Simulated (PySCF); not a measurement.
Computed Raman spectrum (relative Raman activity) of a molecule CH9N3Si. The structure is a stationary point at r2SCAN-D4/def2-SVP. Other conformers were not sampled. Calculation: r2SCAN-D4/def2-SVP (PySCF). Frequencies are harmonic and unscaled.

Lines under 2 % of the strongest are left out, and lines within 2 cm⁻¹ are merged.

```
ν (cm⁻¹)  relative intensity
--------  ------------------
620                       11
672                      2.8
726                      2.7
785                      7.9
802                      2.2
862                      3.5
947                      2.2
1374                     4.2
1420                     7.7
1530                     2.5
1541                     3.3
1643                     3.7
2149                     100
3006                      80
3067                      55
3462                      51
3544                      24
3564                      78
3588                      67
3663                      48
3695                      40
```

Problem. Which molecule gave these data?
A. NC[SiH](N)N
B. C[Si](N)(N)N
C. CN[SiH](N)N

Solution. A, NC[SiH](N)N
